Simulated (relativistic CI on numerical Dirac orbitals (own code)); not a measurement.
## Sensitivity of the levels of Lu XXIX to α and to the nuclear radius

These numbers are calculated, not measured: Dirac-Coulomb-Breit CI, orbitals from a KLI potential per configuration, derivatives by finite differences, unscaled Slater integrals, QED left out (own radial code, finite nucleus).

Configurations in the expansion (outside the closed core [Ar] 3d10): 4s²4p⁶4d⁷, 4s²4p⁵4d⁸, 4s²4p⁶4d⁶4f, 4s²4p⁴4d⁹, 4s4p⁶4d⁸, 4p⁶4d⁹, 4s²4p⁶4d⁶5s, 4s4p⁵4d⁹. Levels of other configurations are missing.

With x = (α/α₀)² − 1 an excitation energy changes as ω = ω₀ + qx; K = 2q/ω₀ is the relative enhancement. Terms are leading LS components, so labels can repeat. The field-shift factor is F = δν/δ⟨r²⟩ for the transition from the lowest level.

Lowest level 4s²4p⁶4d⁷ ⁴F9/2.

```
           Level  ω₀ (cm⁻¹)  q (cm⁻¹)        K  F (GHz/fm²)
 4s²4p⁶4d⁷ ²P3/2      32811    -482.9  -0.0294       -0.587
 4s²4p⁶4d⁷ ²D5/2      48906      8768    0.359        0.184
 4s²4p⁶4d⁷ ⁴F7/2      96073    106900     2.23         2.55
 4s²4p⁶4d⁷ ⁴F3/2     121917    108600     1.78         2.57
 4s²4p⁶4d⁷ ²G9/2     122245    101100     1.65         2.53
 4s²4p⁶4d⁷ ⁴P5/2     127450    111100     1.74         2.74
 4s²4p⁶4d⁷ ⁴P1/2     133444    105800     1.59         2.05
4s²4p⁶4d⁷ ²H11/2     148437    103300     1.39         2.87
 4s²4p⁶4d⁷ ²G7/2     159725    112200      1.4         2.72
 4s²4p⁶4d⁷ ²F5/2     177528     99650     1.12         2.54
 4s²4p⁶4d⁷ ²D3/2     216937    157200     1.45         4.06
 4s²4p⁶4d⁷ ⁴F5/2     217649    207200      1.9         4.83
 4s²4p⁶4d⁷ ²D3/2     231175    166100     1.44         3.82
```

At this charge energies of transitions that change n are usually good to better than 1 %, and those within a shell (Δn = 0) to a few per cent. Terms inside the open d or f shell come out 10 to 20 % too wide with unscaled integrals.
